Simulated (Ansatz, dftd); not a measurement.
Reaction: HSeF (SMILES F[SeH]) + H+ → H2SeF+ (SMILES F[SeH2+])
Each species at its own B3LYP-D3(BJ)/def2-TZVP minimum (Ansatz, an electronic-structure program).

Property: proton affinity (electronic), positive where energy is released, in kcal/mol. Open shells are spin-unrestricted; no spin-orbit coupling. Correlated methods leave the cores frozen (noble-gas shells, and filled d and f shells in the p block). No relativity. CBS(X,Y): correlation extrapolated as X^-3, Hartree-Fock from the larger set (Q,5: extrapolated as (X+1)exp(-9√X)). A bracket is a step between two methods taken in the basis named. Double hybrids freeze cores in their MP2 part.

```tsv
level	program	proton affinity (kcal/mol)	difference against the last row
HF/cc-pVDZ	Ansatz	164.8	-2.6
r2SCAN-D3(BJ)/def2-TZVPD	Ansatz + dftd3	169.0	1.6
PBE0/def2-TZVPD	Ansatz	168.3	0.9
B2GP-PLYP/def2-TZVPD	Ansatz	166.3	-1.1
CCSDT(Q)/cc-pVTZ	Ansatz	170.5	3.1
CCSDTQ/cc-pVDZ	Ansatz	171.7	4.3
CCSD(T)/CBS(cc-pVQZ,cc-pV5Z) + [CCSDT(Q) - CCSD(T)]/cc-pVTZ	Ansatz	167.4	0.0
CCSD(T)/CBS(cc-pVQZ,cc-pV5Z) + [CCSDT(Q) - CCSD(T)]/cc-pVTZ + [CCSDTQ - CCSDT(Q)]/cc-pVDZ	Ansatz	167.4	0.0
```
